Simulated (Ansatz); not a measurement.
Harmonic frequencies (cm⁻¹) at PBE0-D4/def2-TZVP from Ansatz: 113, 122, 184, 270, 315, 531, 602, 684, 2706.

Each molecule was computed in one conformer, which needn't be the lowest.

(1) Which molecule is it?
A. `[SH][Al]([Cl])[Br]`
B. `[OH][Al]([F])[F]`
C. `[NH2][Al]([F])[Cl]`
D. `[AlH3]`

## Answers

(1) A.
